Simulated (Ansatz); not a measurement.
Isolated molecules relaxed with PBE0-D4/def2-TZVP in Ansatz; ΔE leaves out vibrations. CCSD(T)/CBS adds triple-zeta CCSD(T) − MP2 to the extrapolated MP2 energy (def2 sets, frozen cores). Functionals use def2-TZVPP. Each species was taken in one conformer, which may not be the lowest.

`OB(O)S` + `BC(=C)C` → `BB(O)S` + `C=C(C)O`  (formal exchange of groups at a B–O bond)

```json
{"level": "CAM-B3LYP", "ΔE (kJ/mol)": "204.8"}
{"level": "MP2/CBS(def2)", "ΔE (kJ/mol)": "218.3"}
```

Task: What does CCSD(T)/CBS give? (Estimate.)

Result: Computed: +210.3 kJ/mol. The listed levels differ from it by -5.5, 8.0 kJ/mol.

Task: What do rigid-rotor, harmonic-oscillator terms from PBE0-D4/def2-TZVP frequencies (298.15 K, 1 bar) make of the CCSD(T)/CBS value? (An estimate is asked.)

Result: Ansatz gave: ΔZPE = -2.8 kJ/mol, ΔH = +208.2 kJ/mol, ΔS = 8 J/(mol·K), ΔG = +205.9 kJ/mol.

Largest T1 diagnostic among the species: 0.014.

At CCSD(T), def2-SVP lies +5.2 kJ/mol from the extrapolated value and def2-TZVPP −0.5 kJ/mol. From r2SCAN to r2SCAN0 (25 % exact exchange), in def2-TZVPP and without D4, ΔE moves by +6.0 kJ/mol.
